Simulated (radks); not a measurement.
Values are calculated unless marked as measured or tabulated.
Problem. Pm34+, 27 electrons, occupied as [Ar] 3d9. Code: a radial shooting solver on a logarithmic mesh with Libxc functionals. Model: scalar-relativistic Kohn-Sham, PBEsol, spin-polarised, spherical densities, finite nucleus; open shells are filled with parallel spins first (spin-orbit coupling, left out, can overturn this in heavy ions); Fermi nuclear charge, rms radius 4.962 fm. Some entries of the table are withheld. Estimate them.

| orbital | occ. | eigenvalue (hartree) | <r^2> (bohr^2) | <1/r> (bohr^-1) |
|---|---|---|---|---|
| 1s up | 1 | -1705.813 | 0.0007319 | 67.40 |
| 1s down | 1 | -1705.811 | 0.0007319 | 67.40 |
| 2s up | 1 | -319.7487 | 0.01150 | 15.63 |
| 2s down | 1 | -319.6291 | 0.01149 | 15.63 |
| 2p up | 3 | -291.2592 | 0.009197 | 14.70 |
| 2p down | 3 | -291.1660 | 0.009191 | 14.71 |
| 3s up | 1 | -105.7741 | 0.07365 | 5.858 |
| 3s down | 1 | -105.6437 | 0.07372 | 5.854 |
| 3p up | 3 | (1) | (2) | 5.550 |
| 3p down | 3 | (3) | (4) | 5.545 |
| 3d up | 5 | -85.03229 | 0.05971 | 5.284 |
| 3d down | 4 | -84.87079 | 0.05982 | 5.280 |

Solution. 
(1) 3p up eigenvalue (hartree): -96.81018
(2) 3p up <r^2> (bohr^2): 0.07268
(3) 3p down eigenvalue (hartree): -96.67748
(4) 3p down <r^2> (bohr^2): 0.07276
